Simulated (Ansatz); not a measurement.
```yaml
crystal:
  periodic: [false, false, false]
  atoms:
    - {symbol: Si, position_ang: [-1.268430, 0.897083, -0.907798]}
    - {symbol: Si, position_ang: [-0.101697, -0.746873, 0.259097]}
    - {symbol: C, position_ang: [1.531396, -0.427589, 0.981971]}
    - {symbol: O, position_ang: [1.431732, -1.110080, -0.306492]}
    - {symbol: H, position_ang: [-1.797996, 0.356826, -2.187776]}
    - {symbol: H, position_ang: [-2.410351, 1.372782, -0.081545]}
    - {symbol: H, position_ang: [-0.349031, 2.029721, -1.186415]}
    - {symbol: H, position_ang: [-0.890558, -1.908734, 0.741866]}
    - {symbol: H, position_ang: [2.009982, 0.547578, 0.917319]}
    - {symbol: H, position_ang: [1.928153, -1.061915, 1.772573]}
basis:
  gaussian: {orbitals: x2c-TZVPPall, final_grid: {core_spheres: 20, valence_spheres: 16, degree: 47}}
hamiltonian: {xc: {name: r2SCAN0}, dispersion: d3bj}
smearing: {width: 0.1}
output: {forces: true}
```

```sh
$ ansatz run in.yaml --threads 2 --pin off --events-out ev --progress --plain --max-ram 4352MiB
```

Output, abridged:

```
Error: YAML parse error: error: line 17 column 1: unknown field `smearing`, expected one of crystal, accuracy, basis, kpoints, hamiltonian, magnetization, projection, total_charge, correlation, batch, efield, external_charges, scf, relax, neb, saddle, md, ramp, phonons, dielectric, real_time, elastic, magnetic_configurations, gw, evaluate, workflow, output, checkpoint, execution
  --> <input>:17:1
   |
15 |   gaussian: {orbitals: x2c-TZVPPall, final_grid: {core_spheres: 2…
16 | hamiltonian: {xc: {name: r2SCAN0}, dispersion: d3bj}
17 | smearing: {width: 0.1}
   | ^ unknown field `smearing`, expected one of crystal, accuracy, basis, kpoints, hamiltonian, magnetization, projection, total_charge, correlation, batch, efield, external_charges, scf, relax, neb, saddle, md, ramp, phonons, dielectric, real_time, elastic, magnetic_configurations, gw, evaluate, workflow, output, checkpoint, execution
18 | output: {forces: true}
   |
```

In this input the input holds a key that doesn't belong there. The program refused the input.
